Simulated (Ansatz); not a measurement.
`OC(F)[TeH]` + CH₃NH₂ → `NC[TeH]` + `OCF` at 700 K and 1 bar (formal exchange of groups at a Te–C bond).

Program: Ansatz. Geometries: PBE0-D4/def2-TZVP. ΔE: electronic, gas phase. CBS: MP2 limit from def2 TZ/QZ plus the TZ coupled-cluster correction, frozen cores. def2 core potentials past Kr. For Te outer-core shells are correlated without core-valence functions, which leaves a few kJ/mol of doubt a bond. One conformer a species, not always the lowest.

```
     species  CCSD(T)/CBS energy (Eh)  H − E (kJ/mol)  S (J/(mol·K))
`OC(F)[TeH]`               -482.52376           165.0          404.7
      CH₃NH₂                -95.75281           207.6          296.6
   `NC[TeH]`               -363.46767           215.7          391.1
       `OCF`               -214.81254           157.9          312.7
```

H − E and S are ideal-gas, rigid-rotor, harmonic terms from PBE0-D4/def2-TZVP, for one conformer and one mirror image of each species. 1 Eh = 2625.50 kJ/mol, R = 8.31446 J/(mol·K).

By hand: ΔE, ΔH, ΔS and ΔG.

ΔE = (-363.46767) + (-214.81254) − (-482.52376) − (-95.75281) = -0.00364 Eh = -9.6 kJ/mol. Δ(H − E) = 215.7 + 157.9 − 165.0 − 207.6 = 1.0, so ΔH = -8.6 kJ/mol. ΔS = 391.1 + 312.7 − 404.7 − 296.6 = 2.5 J/(mol·K). ΔG = -8.6 − 700 × (2.5)/1000 = -10.3 kJ/mol.

By hand: the equilibrium constant, and the temperature at which ΔG would vanish if ΔH and ΔS stayed fixed.

log₁₀ K = −ΔG/(RT ln 10) = 0.8. ΔH and −TΔS have one sign here, so there is no such temperature. One of them is within its doubt of zero, so this could turn.

The number of gas molecules stays the same, so ΔS is small and ΔH decides. A doubt of 5 kJ/mol in ΔE shifts log₁₀ K by 0.4 here. Other conformers and mirror images would add mixing entropy, several J/(mol·K) or more a flexible species. These are equilibria of isolated gas molecules and say nothing of rates. Largest T1 diagnostic: 0.012 (customary marks: 0.02 for closed shells, 0.045 for open ones).
